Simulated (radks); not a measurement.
Ionisation of neutral lead, [Hg] 6p2, to [Hg] 6p1 as the strength of local exchange is varied. All-electron calculation, Dirac Kohn-Sham, Slater X-alpha exchange (alpha = 2/3 is LDA exchange), no correlation, spin-unpolarised, spherical densities, finite nucleus; open shells are shared between the two j in proportion to 2j + 1; Fermi nuclear charge, rms radius 5.5012 fm. Program: a radial shooting solver on a logarithmic mesh with Libxc functionals.

alpha	E(Pb) (hartree)	exchange (hartree)	IE (eV)	-e of the level emptied (eV)	<r> of it (bohr)
0.617	-20875.2251	-342.0370	5.624	2.183 (6p3/2)	3.727
0.635	-20885.2060	-352.1911	5.742	2.272 (6p3/2)	3.694
0.667	-20902.9621	-370.2673	5.956	2.435 (6p3/2)	3.637
0.681	-20910.7353	-378.1855	6.050	2.507 (6p3/2)	3.613
0.879	-21020.9932	-490.8134	7.467	3.629 (6p3/2)	3.321
0.892	-21028.2534	-498.2501	7.565	3.709 (6p3/2)	3.304
1.033	-21107.1650	-579.2409	8.665	4.617 (6p3/2)	3.139

NIST Atomic Spectra Database: 7.417 eV (measured). The Delta-SCF value meets it near alpha = 0.87. Spin polarisation and multiplet splitting are left out, so open shells lie too high by an amount that depends on their filling. Sharing an open shell by 2j + 1 raises it above the true ground level by a part of the spin-orbit splitting, which enters the differences from NIST.

Beside tabulated values, note that spin-unpolarised runs miss the spin-polarisation part of the exchange energy of open shells.
